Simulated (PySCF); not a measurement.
Species: C3H8GeSi.
Numbering: `[CH3:1][SiH2:2][C:3]#[C:4][GeH3:5]` (hydrogens: H6, H7, H8 on C1; H9, H10 on Si2; H11, H12, H13 on Ge5)

Level: CAM-B3LYP/def2-SVPD in PySCF, non-relativistic, on one gas-phase PBE0-D3(BJ)/def2-SVP geometry that isn't relaxed in the solvent. The solvent is an IEF-PCM continuum (cavity from Bondi-type radii × 1.2). The model holds no explicit solvent molecules, cavitation or dispersion. Spin–orbit coupling is left out although an atom past zinc is present.

Gas phase at CAM-B3LYP/def2-SVPD: HOMO -9.23 eV, LUMO 0.61 eV, dipole 0.70 D.

**Question.** What does the continuum do to the energy, the frontier levels and the dipole at CAM-B3LYP/def2-SVPD in methanol and acetonitrile?

**Answer.** 
| solvent | ε | E(solvent) − E(gas) (kcal/mol) | polarisation term (kcal/mol) | distortion of the solute (kcal/mol) | HOMO (eV) | LUMO (eV) | dipole (D) |
| --- | --- | --- | --- | --- | --- | --- | --- |
| methanol | 32.61 | -1.85 | -2.11 | 0.26 | -9.33 | 0.61 | 0.92 |
| acetonitrile | 35.69 | -1.86 | -2.12 | 0.26 | -9.33 | 0.61 | 0.92 |

Polarisation term: ½ Σ q·V over the induced surface charges. Distortion: the rise of the solute's own energy as its density leaves the gas-phase optimum. The atom shares or the degeneracy of the HOMO differ from the gas phase in methanol and acetonitrile, so that column needn't follow one orbital. From methanol to acetonitrile the lowering changes by a factor 1.00, Onsager's factor (ε − 1)/(2ε + 1) by 1.00 and ε itself by 1.1.

**Question.** How does the static polarisability (CAM-B3LYP/def2-SVPD, frozen core, with the continuum's full static response) change?

**Answer.** 
| medium | isotropic (au) | principal values (au) | ⟨r²⟩ of the electrons (bohr²) |
| --- | --- | --- | --- |
| gas | 96.1 | 76.2, 81.6, 130.5 | 1753.2 |
| methanol | 126.5 | 105.9, 111.3, 162.3 | 1751.4 |
| acetonitrile | 126.7 | 106.1, 111.5, 162.4 | 1751.3 |

The isotropic value in acetonitrile is 1.32 times the gas-phase one; no cavity-field correction is applied. ⟨r²⟩ is taken about the centre of nuclear charge.

Rough CPU time on one thread of a shared machine: about 60 s. This is the whole response run at CAM-B3LYP/def2-SVPD in acetonitrile, SCF included.
